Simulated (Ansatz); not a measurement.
Computed with Ansatz on PBE0-D4/def2-TZVP structures; ΔE is electronic, products minus reactants. CCSD(T)/CBS is the MP2 limit (def2-TZVPP, def2-QZVPP) plus CCSD(T) − MP2 in def2-TZVPP, frozen cores. This one scheme is used for every species. DFT in def2-TZVPP. One conformer a species, not always the lowest.

Consider the ligand exchange at the Si–Cl bond: `O[SiH2]S[SiH2]Cl` + CH₃OH → `CO[SiH2]S[SiH2]O` + HCl.

Q: Is it downhill or uphill in electronic energy at CCSD(T)/CBS, and by how much? (An estimate is asked.)

A: Ansatz gave: Downhill: ΔE = -9.3 kJ/mol.

Q: What do these levels give: ωB97M-V, r2SCAN, PBE0, HF/def2-TZVPP, CCSD/def2-TZVPP, CCSD/CBS(def2)? (An estimate is asked.)

A: Computed: ωB97M-V -9.1, r2SCAN -6.7, PBE0 0.7, HF/def2-TZVPP -3.1, CCSD/def2-TZVPP -13.1, CCSD/CBS(def2) -7.7 kJ/mol.

Largest T1 diagnostic among the species: 0.012.

The D4 term adds −6.1 kJ/mol with B3LYP and −3.7 kJ/mol with PBE0; it sums over pairs of atoms, weighted by their polarisabilities, and B3LYP, whose exchange is more repulsive, gets the larger term. In def2-TZVPP, CCSD(T) changes the Hartree–Fock value by −11.5 kJ/mol (the triples alone add −1.5 kJ/mol) and MP2 by −8.9 kJ/mol.

B3LYP here is the variant with VWN-RPA as its local correlation; programs differ in this.
